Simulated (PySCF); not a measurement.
cyclobutene (C4H6), SMILES C1=CCC1. Atoms are numbered in the order given.

```xyz
10

C      0.0000    -0.6769    -0.8146
C      0.0000     0.6769    -0.8146
C      0.0000     0.7848     0.6990
C      0.0000    -0.7848     0.6990
H      0.0000    -1.4372    -1.6122
H      0.0000     1.4372    -1.6122
H      0.8998     1.2532     1.1531
H     -0.8998     1.2532     1.1531
H     -0.8998    -1.2532     1.1531
H      0.8998    -1.2532     1.1531
```

Coordinates come from a PBE-D3(BJ)/def2-SVP optimisation.

Method: PBE-D3(BJ)/def2-SVP in PySCF.

Harmonic, unscaled wavenumbers; measured fundamentals usually lie a few per cent lower.

| mode | ν (cm⁻¹) | IR (km/mol) | moving atoms (share of kinetic energy) |
|---|---|---|---|
| 1 | 311 | 0.0 | H 61 %, C 39 % |
| 2 | 621 | 44.5 | H 94 % |
| 3 | 832 | 0.8 | C 89 %, H 11 % |
| 4 | 838 | 12.5 | H 87 %, C 13 % |
| 5 | 890 | 15.9 | H 56 %, C 44 % |
| 6 | 891 | 1.5 | C 61 %, H 39 % |
| 7 | 908 | 0.0 | H 82 %, C 18 % |
| 8 | 974 | 0.5 | H 77 %, C 23 % |
| 9 | 993 | 0.0 | C 52 %, H 48 % |
| 10 | 1053 | 3.7 | H 84 %, C 16 % |
| 11 | 1113 | 0.1 | C 66 %, H 34 % |
| 12 | 1120 | 0.0 | H 84 %, C 16 % |
| 13 | 1169 | 2.0 | H 58 %, C 42 % |
| 14 | 1182 | 2.4 | H 69 %, C 31 % |
| 15 | 1283 | 10.7 | C 57 %, H 43 % |
| 16 | 1383 | 0.8 | H 93 % |
| 17 | 1408 | 0.6 | H 86 %, C 14 % |
| 18 | 1604 | 0.6 | C 89 %, H 11 % |
| 19 | 2971 | 35.1 | H 95 % |
| 20 | 2975 | 37.0 | H 95 % |
| 21 | 3021 | 0.0 | H 90 %, C 10 % |
| 22 | 3031 | 35.8 | H 90 %, C 10 % |
| 23 | 3105 | 12.3 | H 92 % |
| 24 | 3137 | 18.5 | H 89 %, C 11 % |
